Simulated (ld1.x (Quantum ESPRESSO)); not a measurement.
# Pt (Z = 78): TM pseudisation with PBEsol, scalar-relativistic reference atom.

- Element: platinum (Pt)
- Generator: ld1.x (Quantum ESPRESSO) 7.5
- Type: norm-conserving Troullier–Martins (Kleinman–Bylander form)
- Functional: PBEsol
- Relativity: scalar-relativistic
- Frozen core: [Xe] 4f14
- Valence charge: 10
- Reference configuration: 5d9 6s0.5 6p0 (charge +0.5)
- Partial waves: 6s (bound): rc 1.80 bohr; 6p (bound, empty): rc 2.90 bohr; 5d (bound): rc 2.05 bohr
- Local potential: all-electron potential smoothed inside 1.65 bohr (lloc = -2)
- Core correction: Bessel-smoothed model core inside 1.35 bohr

Poles of the logarithmic derivatives, all-electron (AE) and pseudo (PS). s: poles at 0.2 (AE) and -1.1, 0.2 (PS) Ry. p: poles at 1.4 (AE) and 0.8, 1.9 (PS) Ry. d: poles at -0.6, 3.5 (AE) and -0.6, 3.5 (PS) Ry. Test radius 3.16 bohr.

- Cutoffs needed: 40 Ry and 60 Ry (the cutoffs (Ry, on a coarse ladder) from which the occupation-weighted sum of valence levels, in a spherical-Bessel basis at the reference potential, stays within 10 and 1 mRy of its value at 400 Ry)
- Ghost test: ghost state, extra bound levels that the all-electron valence spectrum of the same l lacks: s at -15.7 eV; a true bound ghost makes a file unfit for plane-wave use (spherical-Bessel basis up to 400 Ry, 20 bohr box)
- Largest excitation error: -210 meV (all-electron minus pseudo) for 5d7 6s0 6p0, out of 7 test configurations
